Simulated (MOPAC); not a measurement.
Job for MOPAC: PM7 on C2H2N2 (a complex).

```
PM7 1SCF PRECISE CHARGE=0 THREADS=1
C2H2N2

C     -0.43737409 1     0.42783225 1    -1.03061636 1
C     -0.04093733 1     0.04010681 1     0.03031240 1
H     -0.79032340 1     0.77302012 1    -1.97158665 1
H      0.30879242 1    -0.30193930 1     0.97438525 1
N      0.44239913 1    -0.43462741 1     4.64293110 1
N      0.51603834 1    -0.50556508 1     3.55717905 1
```

Program output:

```
*******************************************************************************
 **                                                                           **
 **                              MOPAC v23.2.5                                **
 **                                                                           **
 *******************************************************************************
 ** MOPAC's Digital Object Identifier: https://doi.org/10.5281/zenodo.6511958 **
 **                                                                           **
 ** Please cite the open-source release paper for use of this MOPAC version:  **
 ** J. E. Moussa and J. J. P. Stewart (2026)                                  **
 ** MOPAC: An open-source semiempirical molecular orbital program             **
 ** J. Open Source Softw., 11(119), 8025, https://doi.org/10.21105/joss.08025 **
 *******************************************************************************

                              PM7 CALCULATION RESULTS

 *******************************************************************************
 *  PM7        - The PM7 Hamiltonian to be used
 *
 *
 *
 *                 CHARGE ON SYSTEM = 0
 *
 *
 *
 *  PRECISE    - TIGHTER CRITERIA TO BE USED
 *  1SCF       - DO 1 SCF AND THEN STOP
 *  THREADS=1  - MULTI-THREADING NOT USED
 *  T=         - A TIME OF 172800.0 SECONDS REQUESTED
 *  DUMP=N     - RESTART FILE WRITTEN EVERY 7200.0 SECONDS REQUESTED
 *******************************************************************************
PM7 1SCF PRECISE CHARGE=0 THREADS=1
 C2H2N2

   ATOM   CHEMICAL          X               Y               Z
  NUMBER   SYMBOL      (ANGSTROMS)     (ANGSTROMS)     (ANGSTROMS)

     1       C         -0.43737409  *   0.42783225  *  -1.03061636  *
     2       C         -0.04093733  *   0.04010681  *   0.03031240  *
     3       H         -0.79032340  *   0.77302012  *  -1.97158665  *
     4       H          0.30879242  *  -0.30193930  *   0.97438525  *
     5       N          0.44239913  *  -0.43462741  *   4.64293110  *
     6       N          0.51603834  *  -0.50556508  *   3.55717905  *



          CARTESIAN COORDINATES

    NO.       ATOM           X           Y           Z

     1         C         -0.4374      0.4278     -1.0306
     2         C         -0.0409      0.0401      0.0303
     3         H         -0.7903      0.7730     -1.9716
     4         H          0.3088     -0.3019      0.9744
     5         N          0.4424     -0.4346      4.6429
     6         N          0.5160     -0.5056      3.5572

 General Reference for PM7:
 "Optimization of Parameters for Semiempirical Methods VI: More Modifications to the
 NDDO Approximations and Re-optimization of Parameters", J. J. P. Stewart, J. Mol. Mod., 1:32, 19 (2013)
 https://link.springer.com/article/10.1007/s00894-012-1667-x

           Empirical Formula: C2 H2 N2  =     6 atoms



      MOLECULAR POINT GROUP   :   Cs


      RHF CALCULATION, NO. OF DOUBLY OCCUPIED LEVELS = 10


 -------------------------------------------------------------------------------
 PM7 1SCF PRECISE CHARGE=0 THREADS=1
 C2H2N2



     1SCF WAS SPECIFIED, SO BFGS WAS NOT USED
     SCF FIELD WAS ACHIEVED


                              PM7 CALCULATION
                                                       MOPAC v23.2.5 Linux




          FINAL HEAT OF FORMATION =         92.15925 KCAL/MOL =     385.59432 KJ/MOL


          COSMO AREA              =        114.68 SQUARE ANGSTROMS
          COSMO VOLUME            =         89.12 CUBIC ANGSTROMS

          IONIZATION POTENTIAL    =         11.533532 EV
          HOMO LUMO ENERGIES (EV) =        -11.534  0.021
          NO. OF FILLED LEVELS    =         10
          MOLECULAR WEIGHT        =         54.0512         POINT GROUP:  Cs

          MOLECULAR DIMENSIONS (Angstroms)

            Atom       Atom       Distance
            N     5    H     3     6.83592
            H     4    N     5     0.74391
            C     2    N     6     0.00022


          SCF CALCULATIONS        =          1





   ATOM   CHEMICAL          X               Y               Z
  NUMBER   SYMBOL      (ANGSTROMS)     (ANGSTROMS)     (ANGSTROMS)

     1       C         -0.43737409  *   0.42783225  *  -1.03061636  *
     2       C         -0.04093733  *   0.04010681  *   0.03031240  *
     3       H         -0.79032340  *   0.77302012  *  -1.97158665  *
     4       H          0.30879242  *  -0.30193930  *   0.97438525  *
     5       N          0.44239913  *  -0.43462741  *   4.64293110  *
     6       N          0.51603834  *  -0.50556508  *   3.55717905  *

                             CARTESIAN COORDINATES

   1    C       -0.437374090     0.427832250    -1.030616360
   2    C       -0.040937330     0.040106810     0.030312400
   3    H       -0.790323400     0.773020120    -1.971586650
   4    H        0.308792420    -0.301939300     0.974385250
   5    N        0.442399130    -0.434627410     4.642931100
   6    N        0.516038340    -0.505565080     3.557179050


           Empirical Formula: C2 H2 N2  =     6 atoms



      MOLECULAR POINT GROUP   :   Cs


                  EIGENVALUES
 -43.28778 -26.19775 -22.00929 -19.30596 -16.87732 -16.87701 -15.46893 -13.58209
 -11.53359 -11.53353   0.02099   0.02102   1.73132   1.73145   3.64619   5.35123
   6.33421   7.12767


              NET ATOMIC CHARGES AND DIPOLE CONTRIBUTIONS

  ATOM NO.   TYPE          CHARGE      No. of ELECS.   s-Pop       p-Pop
    1          C          -0.198687        4.1987     1.14465     3.05403
    2          C          -0.185966        4.1860     1.14949     3.03648
    3          H           0.187598        0.8124     0.81240
    4          H           0.196576        0.8034     0.80342
    5          N           0.009986        4.9900     1.82611     3.16391
    6          N          -0.009507        5.0095     1.82510     3.18441
 DIPOLE           X         Y         Z       TOTAL
 POINT-CHG.     0.031    -0.030     0.160     0.166
 HYBRID        -0.007     0.007    -0.020     0.023
 SUM            0.024    -0.023     0.140     0.144


          ATOMIC ORBITAL ELECTRON POPULATIONS

     Atom    s        px        py        pz
    1  C   1.14465   1.00934   1.00916   1.03553
    2  C   1.14949   1.00064   1.00039   1.03545
    3  H   0.81240
    4  H   0.80342
    5  N   1.82611   0.99692   0.99686   1.17013
    6  N   1.82510   1.00465   1.00460   1.17516

 **********************
 *                    *
 * JOB ENDED NORMALLY *
 *                    *
 **********************




 == MOPAC DONE ==
```

The run finished.

Cost: very roughly 0.020 core-seconds.
